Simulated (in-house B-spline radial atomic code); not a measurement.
Results of a calculation; reference values are marked as such.
## Te ion on Si atom: potential, deflection and energy transfer

The pair potential comes from two frozen, spherical free-atom densities (PBE, B-spline radial code, scalar-relativistic past argon): electrostatics plus the change in Thomas-Fermi kinetic and Dirac exchange energy where they overlap, the recipe behind the universal ZBL potential, which averages such potentials (from solid-state densities) over many pairs. It is written V = (Z1 Z2 e²/r) φ(r/a), with e² = 14.3996 eV·Å and a = 0.46850 Å/(Z1^0.23 + Z2^0.23); ZBL's fit is φ = 0.18175 e^(−3.1998x) + 0.50986 e^(−0.94229x) + 0.28022 e^(−0.4029x) + 0.02817 e^(−0.20162x). Where φ falls below 4e-4 it is continued as an exponential.

Masses 127.6 and 28.09 u.

```
x = r/a  φ, this pair    φ, ZBL
    0.1        0.8866    0.8928
    0.5         0.612    0.6096
    1.5        0.3041    0.2995
      3        0.1357    0.1292
      5       0.05553   0.05224
      8       0.01827   0.01705
     12      0.005352   0.00474
     17      0.001264  0.001212
```

Question: At x = 3 the electrostatic, kinetic and exchange parts are 1391.79, 3160.09 and -183.96 eV. Find r, V and φ.

Answer: a = 0.46850/(2.4813 + 1.8349) = 0.10854 Å, so r = 0.32563 Å. V = 1391.79 + 3160.09 + (-183.96) = 4367.92 eV. The bare repulsion is 52 × 14 × 14.3996/0.32563 = 32192 eV, so φ = 0.1357, +5.0 % against ZBL's 0.1292. The kinetic (Pauli) term is 72 % of V here.

Question: The ion comes in at 53.53 keV with impact parameter 0.2171 Å. The scattering integral gives a centre-of-mass angle of 58.53° and a closest approach of 2.857 a. What are the reduced energy, the energy passed on and the laboratory angles?

Answer: ε = E a M2/(Z1 Z2 e² (M1 + M2)) = 53530 × 1.8682e-06 = 0.1. The most that one collision can pass on is γE with γ = 4 M1 M2/(M1 + M2)² = 0.5915. Here T = γE sin²(θ/2) = 0.5915 × 53530 × 0.239 = 7566 eV. The ion turns by arctan(sin θ/(cos θ + M1/M2)) = 9.6°, and the struck atom leaves at (180° − θ)/2 = 60.7°. The closest approach is 0.310 Å. With ZBL the angle would be 57.39° and T = 7300 eV.
